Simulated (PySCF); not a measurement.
Correlation energy of Sc⁺ (scandium, charge +1)

[Ar] 3d1 4s1, high-spin 3D determinant. All numbers are calculated (PySCF 2.14, no relativity, point nucleus, in def2-TZVPPD (6s6p4d2f1g, 67 functions)). Frozen: [Ar]; 2 electrons correlated.

With two correlated electrons CCSD is exact within the correlated space (frozen core and kept virtual orbitals).

| level | correlation energy (mhartree) |
| --- | --- |
| CCSD | -4.23 |

Diagnostics: T1 = 0.012, D1 = 0.0240, largest double amplitude 0.018.

Cost of the coupled-cluster step: roughly 4 core-seconds, for 2 correlated electrons.

Iterations:

```
CC2 = 0
CCSD nocc = (np.int64(2), np.int64(0)), nmo = (58, 58)
frozen orbitals [[0, 1, 2, 3, 4, 5, 6, 7, 8], [0, 1, 2, 3, 4, 5, 6, 7, 8]]
max_cycle = 100
direct = 0
conv_tol = 1e-08
conv_tol_normt = 1e-06
diis_space = 8
diis_start_cycle = 0
Init t2, MP2 energy = -0.00297598162255313
Init E_corr(UCCSD) = -0.00297598162267517
cycle = 1  E_corr(UCCSD) = -0.00379693935909617  dE = -0.000820957736  norm(t1,t2) = 0.012651
cycle = 2  E_corr(UCCSD) = -0.00405139978673269  dE = -0.000254460428  norm(t1,t2) = 0.00533985
cycle = 3  E_corr(UCCSD) = -0.00420712313856525  dE = -0.000155723352  norm(t1,t2) = 0.00300059
cycle = 4  E_corr(UCCSD) = -0.00420548997758535  dE = 1.63316098e-06  norm(t1,t2) = 0.00180833
cycle = 5  E_corr(UCCSD) = -0.00422284038412769  dE = -1.73504065e-05  norm(t1,t2) = 0.00130511
cycle = 6  E_corr(UCCSD) = -0.00422410053148998  dE = -1.26014736e-06  norm(t1,t2) = 0.000696521
cycle = 7  E_corr(UCCSD) = -0.00422518460643162  dE = -1.08407494e-06  norm(t1,t2) = 0.000269475
cycle = 8  E_corr(UCCSD) = -0.00422476145377692  dE = 4.23152655e-07  norm(t1,t2) = 7.02824e-05
cycle = 9  E_corr(UCCSD) = -0.00422536765482795  dE = -6.06201051e-07  norm(t1,t2) = 1.73773e-05
cycle = 10  E_corr(UCCSD) = -0.00422517804643005  dE = 1.89608398e-07  norm(t1,t2) = 4.65169e-06
cycle = 11  E_corr(UCCSD) = -0.00422516614280459  dE = 1.19036255e-08  norm(t1,t2) = 1.48277e-06
cycle = 12  E_corr(UCCSD) = -0.00422517854955633  dE = -1.24067517e-08  norm(t1,t2) = 7.92731e-07
cycle = 13  E_corr(UCCSD) = -0.0042251795548295  dE = -1.00527317e-09  norm(t1,t2) = 2.30897e-07
UCCSD converged
E(UCCSD) = -759.5321090574969  E_corr = -0.004225179554829503
```
